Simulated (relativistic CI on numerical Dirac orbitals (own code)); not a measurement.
**d8 in a ligand field**

Computed with a parametric ligand-field model of a d^n configuration (Racah B and C, spin-orbit zeta, crystal field), exact diagonalisation.

Field parameters in Wybourne normalisation: Td as Oh with Dq negative (B⁴₀ = 21Dq, B⁴₄ = √(5/14) B⁴₀). The field is a parameter set, without covalency.

B = 1100 cm⁻¹, C = 3880 cm⁻¹ (C/B = 3.53), Td, no spin-orbit coupling. Tanabe-Sugano data, E/B above the lowest term (Δ = |10Dq|; b, c mark the second and third term of a kind):

| Δ/B | 3T1 | 3T2 | 3A2 | 1T2 | 1E | 1A1 |
| --- | --- | --- | --- | --- | --- | --- |
| 1.0 | 0.00 | 0.81 | 1.81 | 12.40 | 12.86 | 20.03 |
| 1.9 | 0.00 | 1.56 | 3.46 | 12.67 | 13.37 | 20.86 |
| 2.8 | 0.00 | 2.31 | 5.11 | 12.89 | 13.71 | 21.65 |
| 3.7 | 0.00 | 3.09 | 6.79 | 13.07 | 13.92 | 22.39 |
| 4.6 | 0.00 | 3.87 | 8.47 | 13.22 | 14.06 | 23.08 |
| 5.5 | 0.00 | 4.66 | 10.16 | 13.33 | 14.13 | 23.72 |
| 6.4 | 0.00 | 5.46 | 11.86 | 13.42 | 14.17 | 24.32 |
| 7.3 | 0.00 | 6.27 | 13.57 | 13.49 | 14.19 | 24.86 |
| 8.2 | 0.00 | 7.09 | 15.29 | 13.54 | 14.20 | 25.37 |
| 9.1 | 0.00 | 7.91 | 17.01 | 13.58 | 14.19 | 25.83 |
| 10.0 | 0.00 | 8.74 | 18.74 | 13.61 | 14.18 | 26.26 |
| 10.9 | 0.00 | 9.57 | 20.47 | 13.63 | 14.16 | 26.65 |
| 11.8 | 0.00 | 10.41 | 22.21 | 13.65 | 14.14 | 27.00 |
| 12.7 | 0.00 | 11.25 | 23.95 | 13.65 | 14.12 | 27.33 |
| 13.6 | 0.00 | 12.09 | 25.69 | 13.66 | 14.10 | 27.63 |
| 14.5 | 0.00 | 12.94 | 27.44 | 13.66 | 14.08 | 27.90 |
| 15.4 | 0.00 | 13.80 | 29.20 | 13.66 | 14.05 | 28.15 |
| 16.3 | 0.00 | 14.65 | 30.95 | 13.66 | 14.03 | 28.38 |
| 17.2 | 0.00 | 15.51 | 32.71 | 13.65 | 14.01 | 28.59 |
| 18.1 | 0.00 | 16.37 | 34.47 | 13.65 | 13.99 | 28.78 |
| 19.0 | 0.00 | 17.23 | 36.23 | 13.64 | 13.96 | 28.96 |
| 19.9 | 0.00 | 18.10 | 38.00 | 13.64 | 13.94 | 29.13 |
| 20.8 | 0.00 | 18.96 | 39.76 | 13.63 | 13.92 | 29.28 |
| 21.7 | 0.00 | 19.83 | 41.53 | 13.62 | 13.90 | 29.43 |

The ground term stays 3T1.
